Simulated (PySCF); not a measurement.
# What a mistake does to a calculation on AlBCH5O

All numbers below are calculated, not measured. They come from PySCF 2.14.0, an open-source quantum chemistry program, on an isolated molecule that a program drew, which may never have been made. The molecule is AlBCH5O (charge 0, doublet), drawn as the SMILES string `[BH][AlH][O]C`.

Each row is a Hartree-Fock (HF) and frozen-core CCSD(T) single point in the cc-pV(D+d)Z basis, meant for a local HF minimum. Run 1 is clean. Each other run has one planted mistake out of seven kinds, and not every kind appears here: one electron removed, one electron added, multiplicity raised by two, geometry at a saddle point, minimal basis STO-3G, one bond length entered in bohr, all coordinates scaled. The reference is restricted for singlets and unrestricted otherwise, and also for a bond in bohr. Adding or removing an electron swaps singlet and doublet. Electrons count all cores. HOMO and LUMO are orbital energies over both spins, the gradient is its largest component, and the lowest frequency (negative if imaginary) is given only where the gradient is small. Bond lengths are over the 8 bonds as drawn. T1 is the CCSD diagnostic: over 0.02 (restricted) or 0.045 (unrestricted) a single reference is doubtful.

Geometry of the clean run:
```xyz
9
AlBCH5O, angstrom
B    -1.4878   -2.4942   -2.0053
Al   -0.3071   -0.9566   -1.3146
O     0.3179   -1.0959    0.2418
C     1.1160   -0.4162    1.1546
H    -2.1769   -3.3710   -2.4179
H     0.0154    0.3157   -2.1942
H     0.5581   -0.2267    2.0750
H     1.4644    0.5457    0.7634
H     1.9927   -1.0167    1.4100
```

| run | electrons | basis functions | <S^2> | HOMO (eV) | LUMO (eV) | gradient (hartree/bohr) | lowest frequency (cm^-1) | mean bond (Å) | longest bond (Å) | T1 | HF (hartree) | CCSD(T) (hartree) | mistake |
|---|---|---|---|---|---|---|---|---|---|---|---|---|---|
| 1 | 37 | 90 | 0.759 | -8.14 | 1.10 | 1.2e-05 | 79 | 1.3976 | 2.058 | 0.0140 | -382.20852 | -382.71359 | no fault |
| 2 | 37 | 29 | 0.767 | -5.69 | 7.28 | 3.5e-02 | - | 1.3976 | 2.058 | 0.0164 | -377.45265 | -377.63675 | minimal basis STO-3G |
| 3 | 37 | 90 | 3.762 | -8.64 | -1.09 | 1.4e-02 | - | 1.3976 | 2.058 | 0.0254 | -382.10711 | -382.59909 | multiplicity raised by two |
| 4 | 36 | 90 | 0.000 | -15.95 | -6.36 | 5.1e-02 | - | 1.3976 | 2.058 | 0.0205 | -381.94404 | -382.43813 | ? |
| 5 | 38 | 90 | 0.000 | -0.11 | 7.05 | 3.7e-02 | - | 1.3976 | 2.058 | 0.0149 | -382.17594 | -382.71939 | ? |

**Which mistake was planted in run 4, and what did it cost?**

It counts 36 electrons, one fewer than the clean run, at the same geometry and basis. So the mistake is: one electron removed. Subtracting run 1 and multiplying by 627.51 kcal/mol a hartree, the energy moved by 166.0 kcal/mol in HF and 172.9 kcal/mol in CCSD(T).

**Which mistake was planted in run 5, and what did it cost?**

It counts 38 electrons, one more than the clean run, at the same geometry and basis. So the mistake is: one electron added. Subtracting run 1 and multiplying by 627.51 kcal/mol a hartree, the energy moved by 20.4 kcal/mol in HF and -3.6 kcal/mol in CCSD(T).

Cautions from the logs. Run 4: T1 is over the limit, so its CCSD(T) energy is less reliable.
